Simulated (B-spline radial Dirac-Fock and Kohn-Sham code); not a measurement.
Compton profile of Sn²⁴⁺

System: the Sn²⁴⁺ ion, [Ar] 3d8.

Input of the calculation (task.json; shells as n, l, electrons):

```json
{"items": [{
  "Z": 50,
  "q": 24,
  "cfg": [[1, 0, 2], [2, 0, 2], [2, 1, 6], [3, 0, 2], [3, 1, 6], [3, 2, 8]],
  "A": 120,
  "rrms": 4.6519,
  "do": ["scatter"],
  "s": [0.0, 0.05, 0.1, 0.15, 0.2, 0.25, 0.3, 0.35, 0.4, 0.45, 0.5, 0.6, 0.7, 0.8, 0.9, 1.0, 1.1, 1.2, 1.4, 1.6, 1.8, 2.0, 2.5, 3.0, 3.5, 4.0, 5.0, 6.0],
  "pz": [0, 0.1, 0.2, 0.3, 0.4, 0.5, 0.6, 0.8, 1.0, 1.2, 1.4, 1.6, 1.8, 2.0, 2.5, 3.0, 4.0, 5.0, 7.0, 10.0, 15.0, 20.0, 30.0, 40.0, 60.0, 100.0],
  "hv_scatter": [1000, 5000, 8047.8, 10000, 17479.3, 20000, 50000, 1000000]
}]}
```

Launch: `python xray_run.py task.json out`

Calculated with an atomic code on a B-spline grid, using the impulse approximation on Dirac-Fock orbitals of the configuration average with a finite nucleus. pz is in atomic units of momentum; subshell profiles are per electron, for a selection of subshells; open shells are spread over both j values by their weights.

| pz | J total | J 2s1/2 | J 2p3/2 | J 3p1/2 | J 3d5/2 |
| --- | --- | --- | --- | --- | --- |
| 0 | 1.490 | 0.0583 | 0.0303 | 0.0777 | 0.0534 |
| 0.4 | 1.486 | 0.0582 | 0.0303 | 0.0777 | 0.0534 |
| 0.5 | 1.484 | 0.0581 | 0.0303 | 0.0777 | 0.0534 |
| 0.6 | 1.481 | 0.0580 | 0.0303 | 0.0777 | 0.0534 |
| 0.8 | 1.475 | 0.0578 | 0.0303 | 0.0777 | 0.0534 |
| 1 | 1.467 | 0.0575 | 0.0303 | 0.0776 | 0.0534 |
| 1.2 | 1.457 | 0.0572 | 0.0303 | 0.0775 | 0.0534 |
| 1.4 | 1.445 | 0.0568 | 0.0303 | 0.0773 | 0.0534 |
| 1.6 | 1.432 | 0.0563 | 0.0303 | 0.0770 | 0.0534 |
| 1.8 | 1.417 | 0.0558 | 0.0303 | 0.0765 | 0.0534 |
| 2 | 1.400 | 0.0552 | 0.0303 | 0.0760 | 0.0534 |
| 2.5 | 1.351 | 0.0535 | 0.0303 | 0.0739 | 0.0532 |
| 3 | 1.292 | 0.0515 | 0.0302 | 0.0706 | 0.0529 |
| 4 | 1.154 | 0.0468 | 0.0300 | 0.0606 | 0.0514 |
| 5 | 0.9996 | 0.0415 | 0.0296 | 0.0475 | 0.0482 |
| 7 | 0.7059 | 0.0302 | 0.0281 | 0.0226 | 0.0371 |
| 10 | 0.4072 | 0.0160 | 0.0240 | 0.00538 | 0.0192 |
| 15 | 0.1866 | 0.00421 | 0.0151 | 0.00272 | 0.00465 |
| 20 | 0.09716 | 0.00161 | 0.00808 | 0.00215 | 0.00109 |
| 30 | 0.03337 | 0.00136 | 0.00195 | 0.000638 | 8.06e-05 |
| 40 | 0.01439 | 0.000912 | 0.000489 | 0.000168 | 9.18e-06 |
| 60 | 0.003749 | 0.000271 | 4.59e-05 | 1.74e-05 | < 1e-6 |
| 100 | 0.0004884 | 3.14e-05 | 1.54e-06 | < 1e-6 | < 1e-6 |

J(0) = 1.490. The 3p3/2 subshell gives the largest part, 21 %.

Mean momentum ⟨p⟩ by subshell (a.u.): 1s1/2 45.8, 2s1/2 16.2, 2p1/2 21.7, 2p3/2 20.7, 3s1/2 8.15, 3p1/2 9.72, 3p3/2 9.43, 3d3/2 11.2, 3d5/2 11.1.
